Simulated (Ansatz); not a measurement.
Species: C$_{5}$H$_{11}$O (charge 0, doublet). It need not be the lowest isomer of its formula. SMILES: CCC[CH]CO
Coordinates optimised at B3LYP-D3(BJ)/def2-TZVP (Ansatz, an electronic-structure program):
```
C
H 1 1.0944
H 1 1.0967 2 106.80
C 1 1.4859 2 110.09 3 119.21
H 4 1.0852 1 119.54 2 34.99
C 4 1.4833 5 116.87 1 -166.26
H 6 1.0984 4 111.61 5 75.02
H 6 1.0999 7 106.50 4 -119.99
O 6 1.4289 7 104.43 8 -117.44
H 9 0.9642 6 107.49 7 -170.82
C 1 1.5455 2 108.21 3 -115.99
H 11 1.0935 1 108.89 2 -65.32
H 11 1.0936 12 106.39 1 117.39
C 11 1.5252 12 110.02 13 118.96
H 14 1.0914 11 111.35 12 -58.45
H 14 1.0926 15 107.79 11 122.07
H 14 1.0926 15 107.79 16 115.88
```
Charge 0, spin multiplicity 2.

Quantity: atomisation energy (electronic, to ground-state atoms); the coupled-cluster value holds the core correlation from cc-pwCVTZ, in kJ/mol. Correlated levels leave the core frozen unless marked. UHF or UKS for open shells. No spin-orbit coupling. Non-relativistic. Basis-set limits of correlation are two-point, X^-3; Hartree-Fock from the larger set. The bracket is a focal-point correction in the basis named.

Level to compare with: RI-MP2/CBS(cc-pVTZ,cc-pVQZ)+[CCSD(T)-MP2]/cc-pVTZ plus the core term (Ansatz), 6661.9 kJ/mol. It is a level with limits of its own, and the differences hold the functionals' basis error too.

Problem. Rank these functionals by how close they come to RI-MP2/CBS(cc-pVTZ,cc-pVQZ)+[CCSD(T)-MP2]/cc-pVTZ, closest first: SVWN5/def2-TZVPD (Ansatz); CAM-B3LYP/def2-TZVPD (Ansatz); HSE06/def2-TZVPD (Ansatz); revPBE/def2-TZVPD (Ansatz).

Solution. HSE06/def2-TZVPD (screened hybrid, 6666.3 kJ/mol, difference 4.4), CAM-B3LYP/def2-TZVPD (range-separated hybrid, 6645.8 kJ/mol, difference -16.1), revPBE/def2-TZVPD (GGA, 6526.2 kJ/mol, difference -135.7), SVWN5/def2-TZVPD (LDA, 7575.9 kJ/mol, difference 914.0)
